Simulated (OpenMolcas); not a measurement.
## Ni⁷⁺: effect of the basis set

```
Program             : OpenMolcas 26.06
Method              : SS-RASPT2, IPEA 0.25 Eh, imaginary shift 0.1 Eh (closed shells correlated: 3s)
Active space        : 9 electrons in 8 orbitals (RAS1 3p, at most 2 holes; RAS2 3d)
State averaging     : 2S+1 = 4 even, 10 roots; 2S+1 = 2 even, 40 roots
Spin-orbit coupling : RASSI with atomic mean-field integrals over the reference wave functions, term energies averaged over their components
```

A. ANO-RCC-VTZP [6s5p3d2f1g], DKH2, point nucleus; CASPT2 step of the order of 40 core-seconds
B. ANO-R2 [6s5p4d2f1g], X2C, finite nucleus; CASPT2 step about 40 core-seconds
C. ANO-RCC-VQZP [7s6p4d3f2g1h], DKH2, point nucleus; CASPT2 step about 60 core-seconds

Energies in cm-1 above 3d3 4F 3/2, the measured ground level; measured values from Corliss and Sugar, J. Phys. Chem. Ref. Data 10, 197 (1981).

```json
{"Level": "3d3 4F 3/2", "A": "0.0", "B": "0.0", "C": "0.0", "Measured": "0.0"}
{"Level": "3d3 4F 5/2", "A": "1008", "B": "977", "C": "966", "Measured": "1012"}
{"Level": "3d3 4F 7/2", "A": "2330", "B": "2270", "C": "2240", "Measured": "2184"}
{"Level": "3d3 4F 9/2", "A": "3920", "B": "3810", "C": "3760", "Measured": "3721"}
{"Level": "3d3 4P 1/2", "A": "24180", "B": "24290", "C": "24160", "Measured": "23261"}
{"Level": "3d3 4P 3/2", "A": "24420", "B": "24540", "C": "24400", "Measured": "23710"}
{"Level": "3d3 4P 5/2", "A": "25770", "B": "25840", "C": "25690", "Measured": "24669"}
{"Level": "3d3 2G 7/2", "A": "26680", "B": "26900", "C": "26500", "Measured": ""}
{"Level": "3d3 2G 9/2", "A": "27920", "B": "28120", "C": "27710", "Measured": ""}
{"Level": "3d3 2P 3/2 [54 %]", "A": "33570", "B": "33870", "C": "33450", "Measured": ""}
{"Level": "3d3 2P 1/2", "A": "34030", "B": "34320", "C": "33880", "Measured": ""}
{"Level": "3d3 2H 9/2", "A": "36850", "B": "37080", "C": "36590", "Measured": ""}
{"Level": "3d3 2H 11/2", "A": "37690", "B": "37910", "C": "37410", "Measured": ""}
{"Level": "3d3 2D 5/2(1)", "A": "37800", "B": "38010", "C": "37570", "Measured": ""}
{"Level": "3d3 2D 3/2(1) [58 %]", "A": "37880", "B": "38080", "C": "37620", "Measured": ""}
{"Level": "3d3 2F 7/2", "A": "59110", "B": "59390", "C": "58870", "Measured": ""}
{"Level": "3d3 2F 5/2", "A": "59640", "B": "59920", "C": "59390", "Measured": ""}
{"Level": "3d3 2D 5/2(2)", "A": "91490", "B": "91860", "C": "91200", "Measured": ""}
{"Level": "3d3 2D 3/2(2)", "A": "92260", "B": "92610", "C": "91940", "Measured": ""}
```

Deviations, from unrounded energies. A percentage is the sum of absolute deviations over the sum of measured energies, with the sign that they share, or ± where signs differ.

```tsv
Against measurement	Levels	A	B	C
mean absolute deviation (cm-1)	6	510	540	460
fine structure of the ground term (%)	3	±5.0	±2.9	±2.1
other terms of the ground configuration (%)	3	+3.8	+4.2	+3.6
```

C lies closest to measurement on these levels and B furthest from it. The largest miss of C in the table is 3d3 4P 5/2, by +1000 cm-1. The ranking rests on the paired levels alone, and a cruder setting can come out closer through cancelling errors.

The two smallest mean deviations differ by little beside CASPT2's spread within terms, so their order carries little weight.

Among A to C the level of the table that moves most is 3d3 2D 3/2(2), by 670 cm-1 (lowest in C, highest in B). Moves below CASPT2's spread within the term are not significant.

CASPT2 does not keep the components of a term degenerate, so their means are used; among the terms shown or strongly mixed into the levels shown the widest spread is 290 cm-1 (3d3 4F, B). Active for correlation alone: 3p; no level in the range computed is led by a configuration that opens it, so any true level of that kind is missing. The CASPT2 spread within a term exceeds the gap to the next term for 3d3 2D(1) and 3d3 2H, so the order of their levels is uncertain (holds for C). Computed and measured levels are paired by configuration, term and J; levels that our copy of the source lacks, or whose pairing is in doubt (as where it misses far off the trend of its configuration), stay unpaired and out of the deviations. Levels of configurations outside the active space are missing.

A share in square brackets marks a mixed level and gives the weight of the term that names it, the lowest over the columns. A number in round brackets counts repeated terms of one configuration in the order of the reference energies.
